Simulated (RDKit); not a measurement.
Job for RDKit: MMFF94 on FH3Si (SMILES F[SiH3]).

```python
from rdkit import Chem
from rdkit.Chem import AllChem, rdDetermineBonds

blocks = [
'''5

Si   -0.03854475   -0.01432537    0.01380184
F     1.38873293    0.51537717   -0.49801543
H    -0.35445418   -1.26410158   -0.70737760
H     0.05301612   -0.26071828    1.46733001
H    -1.04875013    1.02366806   -0.27583882
''',
]
mol = None
for b in blocks:
    f = Chem.MolFromXYZBlock(b)
    rdDetermineBonds.DetermineBonds(f, charge=0)
    mol = f if mol is None else Chem.CombineMols(mol, f)
Chem.SanitizeMol(mol)
print(Chem.MolToSmiles(Chem.RemoveHs(mol)))
ff = AllChem.MMFFGetMoleculeForceField(mol, AllChem.MMFFGetMoleculeProperties(mol), nonBondedThresh=100.0, ignoreInterfragInteractions=False)
e = ff.CalcEnergy()
print(f'MMFF94 energy {e:.6f} kcal/mol')
```

The log:

```
F[SiH3]
MMFF94 energy 0.101333 kcal/mol
```

The run finished.

Cost: about 0.04 core-seconds (a rough figure).
